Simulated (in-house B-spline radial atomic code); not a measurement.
Sb. Computed with a B-spline radial atomic code. Model: all-electron spherical atom, spin shells full or empty, radial basis limit, no spin-orbit coupling, Breit or QED, empty-state partial waves extrapolated as (l+1/2)^-4, RPA, G0W0 and static COHSEX of the highest shell as one setting changes (uncorrelated shells keep exact exchange).

Given: element Sb; charge 0; filled core Kr; hamiltonian one-electron scalar X2C; mean-field start r2SCAN; highest l of empty states 9; nuclear rms radius 4.6802 fm; highest mean-field shell 5p up.

Shell: 4d 5 5, 5s 1 1, 5p 3 0 (electrons up and down).

```json
{"lowest nl shells left uncorrelated": "0", "RPA correlation energy (hartree)": "-3.9006", "G0W0 level (eV)": "-9.0643", "G0W0 minus most complete (meV)": "0", "COHSEX level (eV)": "-10.869", "linearised minus solved G0W0 (meV)": "-65.6"}
{"lowest nl shells left uncorrelated": "1", "RPA correlation energy (hartree)": "-3.7248", "G0W0 level (eV)": "-9.0641", "G0W0 minus most complete (meV)": "0.2", "COHSEX level (eV)": "-10.869", "linearised minus solved G0W0 (meV)": "-65.6"}
{"lowest nl shells left uncorrelated": "2", "RPA correlation energy (hartree)": "?", "G0W0 level (eV)": "?", "G0W0 minus most complete (meV)": "?", "COHSEX level (eV)": "?", "linearised minus solved G0W0 (meV)": "?"}
{"lowest nl shells left uncorrelated": "3", "RPA correlation energy (hartree)": "-2.977", "G0W0 level (eV)": "-9.0631", "G0W0 minus most complete (meV)": "1.2", "COHSEX level (eV)": "-10.866", "linearised minus solved G0W0 (meV)": "-65.5"}
{"lowest nl shells left uncorrelated": "4", "RPA correlation energy (hartree)": "-2.7975", "G0W0 level (eV)": "-9.0633", "G0W0 minus most complete (meV)": "1.1", "COHSEX level (eV)": "-10.867", "linearised minus solved G0W0 (meV)": "-65.5"}
{"lowest nl shells left uncorrelated": "5", "RPA correlation energy (hartree)": "-2.2672", "G0W0 level (eV)": "-9.0655", "G0W0 minus most complete (meV)": "-1.2", "COHSEX level (eV)": "-10.873", "linearised minus solved G0W0 (meV)": "-65.6"}
{"lowest nl shells left uncorrelated": "6", "RPA correlation energy (hartree)": "-1.4282", "G0W0 level (eV)": "-9.0472", "G0W0 minus most complete (meV)": "17.1", "COHSEX level (eV)": "-10.838", "linearised minus solved G0W0 (meV)": "-64.6"}
{"lowest nl shells left uncorrelated": "7", "RPA correlation energy (hartree)": "-1.2719", "G0W0 level (eV)": "-9.0504", "G0W0 minus most complete (meV)": "13.9", "COHSEX level (eV)": "-10.844", "linearised minus solved G0W0 (meV)": "-64.8"}
{"lowest nl shells left uncorrelated": "8", "RPA correlation energy (hartree)": "?", "G0W0 level (eV)": "?", "G0W0 minus most complete (meV)": "?", "COHSEX level (eV)": "?", "linearised minus solved G0W0 (meV)": "?"}
{"lowest nl shells left uncorrelated": "9", "RPA correlation energy (hartree)": "-0.15388", "G0W0 level (eV)": "-8.8346", "G0W0 minus most complete (meV)": "229.7", "COHSEX level (eV)": "-10.455", "linearised minus solved G0W0 (meV)": "-55.1"}
{"lowest nl shells left uncorrelated": "10", "RPA correlation energy (hartree)": "-0.056982", "G0W0 level (eV)": "-8.9368", "G0W0 minus most complete (meV)": "127.5", "COHSEX level (eV)": "-10.278", "linearised minus solved G0W0 (meV)": "-60.8"}
```

**Question.** What follows for lowest nl shells left uncorrelated = 8?

**Answer.** RPA correlation energy -0.82654 hartree; G0W0 level -9.0583 eV; G0W0 minus most complete 6 meV; COHSEX level -10.856 eV; linearised minus solved G0W0 -65.3 meV.

**Question.** What follows for lowest nl shells left uncorrelated = 2?

**Answer.** RPA correlation energy -3.5312 hartree; G0W0 level -9.0641 eV; G0W0 minus most complete 0.2 meV; COHSEX level -10.869 eV; linearised minus solved G0W0 -65.6 meV.
